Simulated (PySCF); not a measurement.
F₂HOS, SMILES [OH+]=S(F)F, charge +1. Coordinates come from a B3LYP-D3(BJ)/def2-SVP optimisation. The isomer is the one that the SMILES or the coordinates give; other isomers of the formula were not compared.

Calculation: B3LYP-D3(BJ)/def2-SVP in PySCF.

Harmonic wavenumbers (cm⁻¹): 308, 373, 475, 478, 875, 903, 947, 1096, 3538. Rotational constants (GHz): 7.980, 7.681, 4.755; symmetry number 1.

Task: Work out the zero-point energy and the ideal-gas rigid-rotor harmonic-oscillator thermochemistry at 298.15 K and 1 atm.

Result: ZPE = ½ Σ hcν = ½ × 8994 cm⁻¹ = 53.80 kJ/mol. H − E(el) = 67.43 kJ/mol. Entropy in J/(mol K): translation 164.45, rotation 102.57, vibration 18.20, total 285.23. G − E(el) = -17.61 kJ/mol. Cp = 64.82 J/(mol K).
